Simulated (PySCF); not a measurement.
## A small calculation by hand: entropy of an ideal gas

SSn, SMILES [Sn]=[S] (connectivity only; charge and spin as stated), neutral, multiplicity 1.

Geometry optimised at PBE0-D3(BJ)/def2-TZVP. The def2 effective core potentials stand for the cores of Sn; spin–orbit coupling is left out.

PBE0-D3(BJ)/def2-TZVP run with PySCF gives the harmonic wavenumbers 504 cm⁻¹ and the rotational temperature 0.1979 K. The molar mass is 150.77 g/mol, the symmetry number 1, the spin multiplicity 1.

Problem. Work out the entropy at 298.15 K and 1 atm in the rigid-rotor, harmonic-oscillator model.

Solution. 
Translation (Sackur–Tetrode at 1 atm): S = R[1.5 ln M + 2.5 ln T − 1.16487] = 171.3 J/(mol K).
Rotation: q = T/(σ θ) = 1510, S = R[ln q + 1] = 69.2 J/(mol K).
Vibration: with u = 1.4388 ν/T, each mode gives R[u/(e^u − 1) − ln(1 − e^−u)]:
```tsv
ν (cm⁻¹)	modes	u	S (J/(mol K))
504	1	2.43	2.71
```
These are all the modes. Sum 2.7 J/(mol K).
Spin: R ln 1 = 0.0 J/(mol K).
Total 243.2 J/(mol K); the program's own thermochemistry gives 243.2. Translation makes up 70 % and vibration 1 %. Anharmonicity, hindered rotation and orbital degeneracy are left out.
